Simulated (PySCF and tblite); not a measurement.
The numbers below are computed, except where a source is named.
System: C5H8O3, numbered as in [CH3:1][O:2][C:3](=[O:4])/[CH:5]=[C:6](/[CH3:7])[OH:8].

Motion: rotation about the C3–C5 bond (torsion O2–C3–C5–C6 from 180° to 360°, rising). GFN2-xTB gives an electronic barrier of 13.5 kcal/mol and a reaction energy of 4.5 kcal/mol.

revPBE/pcSseg-1 + D3(BJ) on GFN2-xTB geometries gives 19.5 kcal/mol and k(298 K) = 0.14 s⁻¹.

Question: What does revPBE/pcSseg-1 + D3(BJ), IEF-PCM acetonitrile give on GFN2-xTB geometries?

Answer: A barrier of 16.6 kcal/mol, 2.9 below the first DFT barrier (from unrounded values), a reaction energy of 3.0 kcal/mol and, with GFN2-xTB thermal terms, ΔG‡(298 K) = 16.1 kcal/mol and k = 20 s⁻¹ (2 equivalent paths).

Programs: tblite and PySCF.
